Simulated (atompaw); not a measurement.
## Before and after: PAW (atompaw) potential for chlorine

- Element: chlorine (Cl)
- Generator: atompaw 4.2.0.5
- Type: PAW
- Functional: PBE
- Relativity: scalar-relativistic
- Frozen core: [Ne]
- Valence charge: 7
- Reference configuration: 3s2 3p3 (charge +2)
- Partial waves: 3s (bound): rc 1.45 bohr; 3s channel at -2.65 Ry: rc 1.45 bohr; 3p (bound): rc 1.20 bohr; 3p channel at -1.7 Ry: rc 1.20 bohr
- Local potential: bessel scheme, radius 1.15 bohr
- Core correction: smooth core density matched at 0.95 bohr
- Augmentation charge: sinc compensation charge, radius 1.05 bohr; PAW radius 1.45 bohr; waves and projectors: custom rrkj vanderbiltortho

Change: all radii scaled by about 1.20 (s 1.74, p 1.44 bohr); local potential bessel scheme, radius 1.38 bohr; augmentation sinc compensation charge, radius 1.26 bohr; PAW radius 1.74 bohr; waves and projectors: custom rrkj vanderbiltortho; core correction smooth core density matched at 1.14 bohr.

Cutoffs: the cutoffs (Ry, on a coarse ladder) from which the occupation-weighted sum of valence levels, in a spherical-Bessel basis at the reference potential, stays within 10 and 1 mRy of its value at 400 Ry; they do not see the model core or the augmentation charge, which bear on the density cutoff.

Task: What does the change do?

Result: The potential gets harder (15 Ry and 40 Ry → 25 Ry and 40 Ry); neither file shows a bound ghost.

```csv
quantity,base,changed
"cutoff, loose",15 Ry,25 Ry
"cutoff, tight",40 Ry,40 Ry
loose cutoff by channel (10 mRy a level),"s 8 Ry, p 15 Ry","s 10 Ry, p 18 Ry"
bound ghosts,none,none
lowest overlap eigenvalue by channel,"s 0.44, p 0.75","s 0.44, p 0.79"
```

 The cutoffs see the waves, projectors and local potential, not the compensation charge or the core.
